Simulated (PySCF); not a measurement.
Molecule: `InChI=1S/C7H11F/c8-4-1-6-5-7(6)2-3-7/h6H,1-5H2/t6-/m0/s1`.

Geometry (Å), atoms numbered from 1 in this order:
```xyz
19

F     3.7090   -0.6752   -0.1315
C     2.6641    0.2040   -0.2922
C     1.3850   -0.3757    0.2984
C     0.2363    0.5946    0.1476
C    -0.5095    0.6700   -1.1718
C    -1.1500    0.0893    0.0292
C    -2.4287    0.2220    0.7591
C    -1.8897   -1.1411    0.3816
H     2.5639    0.3824   -1.3676
H     2.9547    1.1313    0.2126
H     1.1479   -1.3128   -0.2089
H     1.5538   -0.5982    1.3550
H     0.3801    1.5307    0.6771
H    -0.8392    1.6375   -1.5222
H    -0.2037    0.0023   -1.9647
H    -3.2914    0.5953    0.2262
H    -2.4027    0.5110    1.8000
H    -2.3899   -1.6885   -0.4044
H    -1.4996   -1.7696    1.1691
```

Frames of a GFN2-xTB Langevin trajectory at 600 K; GIAO PBE0/pcSseg-1 shieldings in PySCF, gas phase, non-relativistic; equivalent atoms averaged within each frame.

Chemical shifts δ = σref − σ; ¹⁹F (170.95 ppm) vs CFCl3; TMS for ¹³C (186.93 ppm), ¹H (31.72 ppm), all at this level. The references are static minima.

**Question.** How do the shifts (ppm) fluctuate along the trajectory?

**Answer.** 
```tsv
time (fs)	F1	C2	C3	C4	C6	C8	C5	C7	H9	H10
optimised geometry	-246.4	87.1	37.7	16.7	15.4	7.3	14.9	9.6	4.85	4.82
250	-244.3	88.7	34.1	25.1	16.9	16.3	16.3	12.4	5.30	5.18
425	-228.4	93.0	37.2	25.6	18.7	7.8	17.7	2.6	4.78	4.95
625	-244.6	89.0	32.6	14.0	33.5	8.0	21.8	21.7	4.92	5.30
800	-242.9	86.5	24.7	15.3	14.6	13.5	12.2	6.3	5.05	4.25
1000	-249.2	83.4	43.7	22.9	17.6	17.2	18.1	13.2	3.68	4.72
mean of frames	-241.9	88.1	34.5	20.6	20.3	12.6	17.2	11.3	4.75	4.88
standard deviation	7.9	3.5	6.9	5.5	7.5	4.5	3.5	7.3	0.62	0.42
```

5 frames give an uncertainty of the mean of about the standard deviation over 2.2 at best, since frames this close in time may not be independent; classical motion lacks zero-point vibration, and the reference would need the same averaging.
